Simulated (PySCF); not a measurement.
## RuC: energy against distance

Set-up: basis Ru def2-TZVPP with ECP28, C def2-TZVPP; scalar-relativistic core potentials; PySCF 2.14. Energies in eV from Ru (4d7 5s1) + C in their ground configurations at the same level. All curves are PBE0. state 1: ³Δ (triplet), unpaired electrons σ ↑, δ ↑; state 2: ¹Σ⁺ (singlet), closed shell, a second solution, started from another occupation; state 3: Ms = 0 determinant of mixed spin (⟨S²⟩ near 1.0), unpaired electrons σ ↓, δ ↑, a second solution, started from another occupation; state 4: ³Σ⁻ (triplet), unpaired electrons δ ↑↑, a second solution, started from another occupation.

| R (Å) | state 1 | state 2 | state 3 | state 4 |
| --- | --- | --- | --- | --- |
| 1.382 | -4.187 | -4.349 | -3.901 | -1.751 |
| 1.446 | -5.224 | -5.271 | -4.916 | -3.019 |
| 1.511 | -5.798 | -5.736 | -5.468 | -3.811 |
| 1.559 | -6.001 | -5.858 | -5.652 | -4.166 |
| 1.607 | -6.054 | -5.832 | -5.686 | -4.364 |
| 1.655 | -5.991 | -5.689 | -5.603 | -4.438 |
| 1.720 | -5.776 | -5.362 | -5.359 | -4.392 |
| 1.800 | -5.374 | -4.805 | -4.918 | -4.176 |
| 1.896 | -4.808 | -4.007 | -4.320 | -3.785 |
| 2.025 | -4.053 | -2.862 | -3.570 | -3.181 |

Task: Put a parabola through the three lowest points of the state 1 curve and estimate Re, k and ωe (reduced mass 10.74 u; 1 eV/Å² = 0.16022 mdyn/Å; ωe = 1302.8·√(k/μ) cm⁻¹).

Result: Through R = 1.559, 1.607, 1.655 Å the second-order coefficient is 25.2 eV/Å², so Re ≈ 1.605 Å, k ≈ 8.07 mdyn/Å and ωe ≈ 1129 cm⁻¹. A polynomial fit of higher order to the unrounded PBE0 energies gives Re = 1.603 Å, k = 8.14 mdyn/Å, ωe = 1134 cm⁻¹; anharmonicity and rounding make the difference.

The higher-order fit for each curve: state 1: Re = 1.603 Å, ωe = 1134 cm⁻¹, De = 6.05 eV; state 2: Re = 1.573 Å, ωe = 1227 cm⁻¹, minimum 5.86 eV below the ground-state fragments; state 3: Re = 1.595 Å, ωe = 1164 cm⁻¹, minimum 5.69 eV below the ground-state fragments; state 4: Re = 1.667 Å, ωe = 987 cm⁻¹, minimum 4.44 eV below the ground-state fragments.

The metal atom is held in its measured ground configuration; semilocal functionals can put another filling of s and d lower by some tenths of an eV, and De to that atom would be smaller. ⟨S²⟩ of the unrestricted solution departs from its pure value on part of the curve, where spin states mix. These are scalar-relativistic numbers at best; spin–orbit coupling would shift them, the dissociation energy most. With d or f electrons several states lie close, and the lowest PBE0 determinant need not be the measured ground state.
